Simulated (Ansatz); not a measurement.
A calculation with Ansatz (development build ahead of 0.2.0).

```yaml
crystal:
  periodic: [false, false, false]
  atoms:
    - { symbol: Cu, position_ang: [0.0, 0.0, 0.0] }
    - { symbol: Cl, position_ang: [0.0, 2.023, 0.7363] }
    - { symbol: Cl, position_ang: [0.0, -2.023, 0.7363] }
basis:
  gaussian: { orbitals: pcseg-2 }
magnetization:
  spin_polarized: true
  initial_magnetization: 3
hamiltonian:
  xc: r2scan
```

The input is written out in the form of the current development build from the run's settings.

The run gave:

| Item | Value |
| --- | --- |
| Converged | yes |
| Total energy | -2560.81860 hartree |
| Spin squared of the determinant | 3.757 |
| Stability test | minimum |

Caution: other spin multiplicities may lie lower.
